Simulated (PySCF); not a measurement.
# Xe⁺: ionisation energy

Xe⁺ [Kr] 4d10 5s2 5p5 (2P) → Xe²⁺ [Kr] 4d10 5s2 5p4 (3P), as a difference of total energies. Computed with PySCF 2.14 in x2c-TZVPPall, with the spin-free X2C one-electron Hamiltonian (Gaussian nucleus). Correlated levels: valence: [Kr] 4d10 frozen; valence and next inner shell: [Ar] 3d10 frozen. The calculations carry no spin-orbit coupling.

Question: Order these methods by the ionisation energy they give, lowest first.
A. SCS-MP2 (valence)
B. r2SCAN
C. wB97X
D. B3LYP

Answer: A (20.749 eV), B (21.125 eV), C (21.153 eV), D (21.233 eV).

A first-order spin-orbit estimate (lowest level to lowest level, LS coupling) adds -0.043 eV.

Errors of the correlated levels include the incompleteness of this basis and the frozen core.

For comparison: 20.975 eV (semi-empirical (NIST evaluation); NIST Atomic Spectra Database, ionization energies).
